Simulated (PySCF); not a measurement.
Br5W, SMILES [Br][W+]([Br])([Br])([Br])[Br], charge +1, multiplicity 1.

Geometry optimised at B3LYP-D3(BJ)/def2-SVP. The spin state was assumed, not searched. The def2 effective core potentials stand for the cores of W; spin–orbit coupling is left out.

Two levels are set side by side: TDA-PBE/def2-SVPD (PySCF) and TDA-B3LYP/def2-SVPD (PySCF). Vertical, same geometry. The lowest singlet is HOMO→LUMO 50 %, HOMO−1→LUMO+1 50 % with PBE and HOMO→LUMO+1 50 %, HOMO−1→LUMO 50 % with the other functional; states are paired by order. Differences are taken from unrounded values.

| quantity | TDA-B3LYP |
|---|---|
| lowest singlet excitation (eV) | 1.82 |
| lowest triplet excitation (TDA) (eV) | 1.50 |

Q: What does TDA-PBE give, and how far is it from TDA-B3LYP? (Estimate from the structure and the level; the computed values follow.)

A: 
| quantity | TDA-PBE | TDA-PBE minus TDA-B3LYP |
|---|---|---|
| lowest singlet excitation (eV) | 1.63 | -0.19 |
| lowest triplet excitation (TDA) (eV) | 1.40 | -0.10 |

A lower first singlet is the usual sign of a functional without exact exchange. Differences between two approximate levels are no errors against the true value.

Rough cost on one machine, each run with all the roots and properties that it gave: TDA-B3LYP against TDA-PBE about 2 times.
